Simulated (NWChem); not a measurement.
Molecule: C$_{3}$H$_{4}$OSi; SMILES C#C[SiH2]C=O

```xyz
9

C      0.6091    -2.7368    -0.0118
C      0.0503    -1.6553    -0.0045
Si    -0.7249     0.0045     0.0047
C      0.6445     1.3745     0.0264
O      0.3273     2.5353    -0.0261
H      1.0969    -3.6960    -0.0185
H     -1.5640     0.1778     1.2248
H     -1.5557     0.2007    -1.2166
H      1.7289     1.0789     0.0927
```
Atoms are numbered in this order, from 1.

All runs: NWChem. Medium grid unless said otherwise, to which SCAN and Minnesota functionals are sensitive. Coordinates come from a PBE0/def2-SVP optimisation. B3LYP is NWChem's, with the RPA form of VWN correlation. Total energies of different functionals are on different scales.

| level | energy (Ha) | highest occupied level (eV) | orbital gap (eV) | dipole (D) |
|---|---|---|---|---|
| B3LYP/def2-SVP | -481.1339 | -6.79 | 4.96 | 2.49 |
| PBE/def2-SVP | -480.7295 | -5.57 | 2.81 | 2.18 |
| RPBE/def2-SVP | -481.0963 | -5.53 | 2.86 | 2.18 |
| LC-BLYP (range parameter 0.33 per bohr)/def2-SVP | -480.4318 | … | … | 2.51 |
| B97-D/def2-SVP | -480.9801 | -5.61 | 2.95 | 2.30 |
| r2SCAN0/def2-SVP | -480.9381 | -7.28 | 5.71 | 2.69 |
| LRC-wPBEh/def2-SVP | -480.7946 | -8.87 | 9.02 | 2.59 |
| Hartree-Fock/def2-SVP | -479.4066 | -10.65 | 13.09 | 3.34 |
| MPW1K/def2-SVP | -481.0490 | -8.17 | 7.30 | 2.79 |

Task: Fill in the missing entries.

Result: 
- LC-BLYP (range parameter 0.33 per bohr)/def2-SVP, highest occupied level (eV): -9.16
- LC-BLYP (range parameter 0.33 per bohr)/def2-SVP, orbital gap (eV): 9.82
